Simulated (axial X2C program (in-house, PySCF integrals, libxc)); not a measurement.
# Low determinants of CrTe⁺ at the PBE0 level, two-component

All values were computed with an in-house all-electron X2C program for linear molecules (integrals from PySCF). Two-component (2c) means X2C with spin–orbit coupling and atomic mean-field two-electron Coulomb and Gaunt terms. Basis: Te dyall-cv3z [11s12p8d4f1g], Cr dyall-cv3z [9s10p6d3f2g] (cores contracted in-house); Gaussian nuclei, density fitting, unrestricted open shells. Masses: Te 129.906 u, Cr 51.941 u.

Search at 2.530 Å (vertical energies from the lowest determinant):

| ΔE (eV) | state | electrons beyond evenly filled partner blocks | electrons in ±ω = 1/2, 3/2, 5/2, 7/2 |
| --- | --- | --- | --- |
| 0.00 | Ω = 3/2 | ω = 1/2, ω = -3/2, ω = 5/2 | 49 21 5 0 |
| 0.65 | Ω = 5/2 | ω = 5/2 | 50 20 5 0 |
| 0.75 | Ω = 1/2 | ω = -1/2, ω = -3/2, ω = 5/2 | 49 21 5 0 |
| 0.90 | Ω = 7/2 | ω = -1/2, ω = 3/2, ω = 5/2 | 49 21 5 0 |
| 0.90 | Ω = 9/2 | ω = 1/2, ω = 3/2, ω = 5/2 | 49 21 5 0 |
| 1.18 | Ω = 5/2 | ω = 5/2 | 48 22 5 0 |
| 1.54 | Ω = 1/2 | 2 × ω = 3/2, ω = -5/2 | 50 20 5 0 |

Lowest determinant, Ω = 3/2 (⟨Sz⟩ = 1.53, ⟨Lz⟩ = -0.03 at PBE0): Re = 2.519 Å, ωe = 230.6 cm⁻¹.

The determinant in row 2 of the search, Ω = 5/2 (⟨Sz⟩ = 2.50, ⟨Lz⟩ = 0.00 at PBE0), was followed along the bond at PBE0; measured from the minimum of the lowest determinant it gives:

Te = 0.634 eV (5111 cm⁻¹), Re = 2.588 Å, ωe = 231.5 cm⁻¹.

Compare the bond of the determinant in row 2 with that of the lowest one.

At PBE0 its Re is 0.069 Å longer and its force constant, which goes as ωe², is 1.01 times that of the lowest determinant. T0 ≈ Te + Δωe/2 = 5111 + (0) = 5111 cm⁻¹.

The search compares states at one distance, so a state with another bond length can lie lower; it is not exhaustive and yields mostly the lowest determinant of each block pattern, so other components and higher states of one pattern are missing. These are energies of single determinants, not of spin-adapted states; PBE0 term energies can be off by some tenths of an eV, and the functional has no current term.
